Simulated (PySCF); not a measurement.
# Electronic absorption of SiEt2(vinyl)2

SiEt2(vinyl)2, C₈H₁₆Si.
SMILES: `C=C[Si](C=C)(CC)CC`

Theory: PySCF 2.14.0, density-fitted response routines, TDDFT B3LYP/def2-SVPD, vertical, gas phase, core orbitals frozen in the response. Isolated species at its PBE0-D3(BJ)/def2-SVP geometry (one conformer only).

| state | E (eV) | λ (nm) | ν̃ (cm⁻¹) | f | main configurations (H = HOMO, L = LUMO) |
| --- | --- | --- | --- | --- | --- |
| S1 | 5.71 | 217.2 | 46030 | 0.011 | H→L (91%) |
| S2 | 5.93 | 208.9 | 47860 | 0.034 | H→L+1 (69%), H-1→L (28%) |
| S3 | 6.17 | 200.9 | 49780 | 0.022 | H-2→L (43%), H-3→L (18%), H-3→L+1 (11%) |
| S4 | 6.21 | 199.6 | 50100 | 0.014 | H-3→L (36%), H-2→L+1 (14%), H-1→L+1 (13%) |
| S5 | 6.53 | 189.8 | 52680 | 0.039 | H-1→L+1 (38%), H-4→L (16%), H-3→L (11%) |
| S6 | 6.57 | 188.7 | 53000 | 0.053 | H-2→L (20%), H-4→L (19%), H-3→L+1 (16%) |
| S7 | 6.60 | 188.0 | 53200 | 0.073 | H-4→L+1 (50%), H-1→L (20%), H-1→L+1 (11%) |
| S8 | 6.61 | 187.5 | 53330 | 0.016 | H-2→L+1 (35%), H-3→L+1 (32%), H-3→L (14%) |
| S9 | 6.73 | 184.1 | 54320 | 0.027 | H→L+2 (93%) |
| S10 | 7.15 | 173.4 | 57680 | 0.063 | H-4→L (21%), H-1→L+2 (21%), H-2→L+1 (15%) |

Triplets, Tamm–Dancoff:

| state | E (eV) | λ (nm) | main configurations (H = HOMO, L = LUMO) |
| --- | --- | --- | --- |
| T1 | 4.19 | 295.7 | H→L (36%), H-1→L+1 (20%), H-1→L (19%) |
| T2 | 4.22 | 294.0 | H→L+1 (35%), H-1→L (22%), H-1→L+1 (11%) |
| T3 | 5.67 | 218.7 | H-3→L (36%), H-4→L (21%), H-2→L+1 (14%) |
| T4 | 5.69 | 217.9 | H-1→L (25%), H-3→L+1 (16%), H-2→L (16%) |

The lowest singlet comes at 217 nm (551 kJ/mol) in the ultraviolet; it is weak; its leading configuration is HOMO→LUMO (91%). The most intense listed level is S7 at 6.60 eV (188 nm, f = 0.073), 0.89 eV above S1. Löwdin shares by element: HOMO carbon 50% or more (atoms not listed hold the other 50%); LUMO carbon 68% or more (atoms not listed hold the other 32%). The oscillator strengths of these states sum to 0.353; summed over the whole spectrum of an exact calculation they would give the number of electrons, 78 (Thomas–Reiche–Kuhn). Of the 10 states listed, 10 reach f = 0.01 and none stays under 0.0005. The listed states span 1.45 eV, and the widest gap between neighbours is 0.42 eV (S9 to S10). Only the lowest 10 singlets were computed, as vertical energies without vibronic structure.
